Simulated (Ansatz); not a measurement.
C2H6BNOS, relaxed with RKS PBE0-D4/def2-TZVP in Ansatz from a PBE-D4/def2-SVP geometry. The force threshold is 0.005 eV/Å; the program also tests the step.

Total charge 0; spin multiplicity 1. The bonds changed during the relaxation, so this is another structure than the one it started from.

Start:

```xyz
12

B    -0.844    0.014   -1.529
C    -0.142   -0.087   -0.220
N    -0.038   -1.394    0.489
C     0.510    0.921    0.552
O     0.497    2.161    0.038
S     1.273    0.611    2.048
H    -0.935    1.075   -2.112
H    -1.336   -0.992   -2.024
H     0.470   -2.107   -0.058
H    -0.959   -1.788    0.741
H     0.979    2.721    0.682
H     0.524   -1.134    1.393
```

Task: By how much does the energy fall, and how many steps does the optimiser take? (Best estimate.)

Result: Computed: 1.51 kcal/mol, in 9 steps, 1 of them rejected.

Task: Which bonds change most? (An estimate is asked.)

Result: Ansatz gave: N3–H12 from 1.096 to 1.061 Å; B1–H7 from 1.213 to 1.192 Å; C2–C4 from 1.427 to 1.406 Å; C4–S6 from 1.708 to 1.687 Å.

Task: Give the relaxed structure. (Estimate.)

Result: Computed: 
```xyz
12

B    -0.830    0.018   -1.505
C    -0.134   -0.084   -0.208
N    -0.038   -1.389    0.485
C     0.507    0.911    0.551
O     0.490    2.137    0.032
S     1.265    0.629    2.031
H    -0.917    1.059   -2.078
H    -1.316   -0.974   -1.986
H     0.463   -2.081   -0.067
H    -0.953   -1.766    0.721
H     0.960    2.709    0.652
H     0.503   -1.169    1.371
```
